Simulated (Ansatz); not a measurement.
GaCl2(OH) (GaCl₂OH), relaxed as a singlet with RKS PBE0-D4/def2-SVP in Ansatz, starting from the GFN2-xTB geometry. Force threshold 0.02 eV/Å.

Start:

```xyz
5

Ga   -0.066   -0.413   -0.209
Cl    1.129   -2.092   -0.380
Cl   -1.989   -0.124   -0.978
O     0.666    0.891    0.695
H     0.259    1.738    0.872
```

Q: Estimate the energy that the relaxation releases and the steps that it takes.

A: 0.10 eV, in 7 steps; 8.5 s on 4 threads of Arm Neoverse V1 on a shared host. No frequencies were taken in this run, so the end may be a saddle point.

Q: Does the start keep its bonding and symmetry?

A: By distances, no bond broke or formed. The bond that changes most is Ga1–Cl2, from 2.07 to 2.12 Å (atoms count from 1). Point group Cs at the start, Cs at the end, both within 0.05 Å.

Q: Predict the relaxed structure.

A: 
```tsv
atom	x (Å)	y (Å)	z (Å)
Ga1	-0.015	-0.362	-0.164
Cl2	1.073	-2.160	-0.436
Cl3	-1.971	-0.156	-0.983
O4	0.734	0.947	0.751
H5	0.179	1.731	0.832
```
Bond lengths: 2 × Cl–Ga 2.12 to 2.13 Å; 1 × Ga–O 1.76 Å; 1 × H–O 0.96 Å.
